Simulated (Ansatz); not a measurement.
`NC[O][InH2]` → `[CH3][In]([NH2])[OH]`  (isomerisation)

Program: Ansatz. Geometries: PBE0-D4/def2-TZVP. ΔE: electronic, gas phase. CCSD(T)/CBS adds triple-zeta CCSD(T) − MP2 to the extrapolated MP2 energy (def2 sets, frozen cores). DFT in def2-TZVPP. B3LYP here is the variant with VWN-RPA as its local correlation; programs differ in this. Elements past krypton have def2 core potentials. For In outer-core shells are correlated without core-valence functions, which leaves a few kJ/mol of doubt a bond. One conformer a species, not always the lowest.

| level | ΔE (kcal/mol) | difference from CCSD(T)/CBS |
| --- | --- | --- |
| PBE-D4 | -29.0 | 6.0 |
| r2SCAN-D4 | -30.0 | 5.0 |
| PBE0-D4 | -29.2 | 5.8 |
| B3LYP-D4 | -29.4 | 5.6 |
| B2PLYP | -32.1 | 2.9 |
| PBE | -29.3 | 5.7 |
| r2SCAN | -30.1 | 4.9 |
| PBE0 | -29.4 | 5.6 |
| B3LYP | -29.9 | 5.1 |
| HF/def2-TZVPP | -26.9 | 8.1 |
| MP2/def2-TZVPP | -36.5 | -1.5 |
| HF/def2-QZVPP | -27.2 | 7.8 |
| SCS-MP2/def2-QZVPP | -35.8 | -0.8 |
| HF/CBS(def2) | -27.2 | 7.8 |
| MP2/CBS(def2) | -39.2 | -4.2 |
| CCSD/CBS(def2) | -34.6 | 0.4 |
| CCSD(T)/CBS | -35.0 | 0 |

Largest T1 diagnostic among the species: 0.016.

In def2-TZVPP, CCSD(T) changes the Hartree–Fock value by −5.3 kcal/mol (the triples alone add −0.4 kcal/mol) and MP2 by −9.6 kcal/mol.
